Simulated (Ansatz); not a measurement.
Wavefunction ladder for `[NH2][Sc]([NH2])[O][SiH3]`

```xyz
12

N     2.037   -1.451    0.459
Sc    0.181   -0.749    0.378
N    -1.274   -1.808    1.215
O    -0.197    0.911   -0.478
Si   -0.544    2.326   -1.195
H     2.329   -2.318    0.894
H     2.869   -1.017    0.077
H    -1.170   -2.695    1.693
H    -2.257   -1.568    1.247
H    -0.110    2.319   -2.621
H    -2.010    2.596   -1.162
H     0.147    3.453   -0.507
```

Total charge 0; spin multiplicity 1. Correlated methods include outer-core shells of Sc, which these sets cover unevenly. Scalar relativity is left out up to krypton. The geometry is a stationary point of PBE0-D4/def2-TZVP. It is one conformer, not always the lowest. Frozen core, restricted reference, Ansatz 0.2.0.

| basis | HF (Eh) | MP2 corr. | CCSD corr. | (T) | CCSD(T) total |
| --- | --- | --- | --- | --- | --- |
| def2-SVP | -1236.38817 | -0.84940 | -0.90343 | -0.02375 | -1237.31535 |
| def2-TZVPP | -1236.83043 | -1.09892 | -1.14372 | -0.04346 | -1238.01761 |
| def2-QZVPP | -1236.86292 | -1.20229 | – | – | – |
